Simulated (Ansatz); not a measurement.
ReNF4⁻, that is [ReNF4]2- with one electron fewer. Charge -1, multiplicity 2. Geometry PBE0-D4/def2-SVPD, that of the charge -2 singlet; atoms count from 1.

```xyz
6

Re    0.050   -0.162   -0.016
N     0.538   -1.735   -0.168
F     1.152    1.003   -1.267
F     1.150    0.742    1.437
F    -1.446   -0.056    1.358
F    -1.444    0.207   -1.345
```

In the def2 sets Re takes a core potential; there is no spin–orbit coupling.

Question: Estimate the Mulliken populations from the PBE0/def2-TZVPD orbitals of Ansatz.

Answer: 
| atom | charge (e) | spin (α − β) | d electrons |
| --- | --- | --- | --- |
| Re1 | 1.85 | 1.14 | 4.30 |
| N2 | -0.44 | -0.19 | – |
| F3 | -0.60 | 0.01 | – |
| F4 | -0.60 | 0.01 | – |
| F5 | -0.60 | 0.01 | – |
| F6 | -0.60 | 0.01 | – |
Mulliken values and Mayer orders depend strongly on the basis. With diffuse functions, as here, like atoms can get unlike values, and bond orders can come out too low or too high.

Question: Where does the spin sit?

Answer: Summed by element: Re 1.14, N -0.19, F 0.05, of 1 unpaired in all. Largest on single atoms: Re1 1.14, N2 -0.19, F3 0.01.

Question: And the Mayer bond orders between bonded heavy atoms (over 0.3)?

Answer: Re1–N2 2.68 (1.65 Å); Re1–F3 0.59 (2.03 Å); Re1–F4 0.59 (2.03 Å); Re1–F5 0.59 (2.03 Å); Re1–F6 0.59 (2.03 Å).
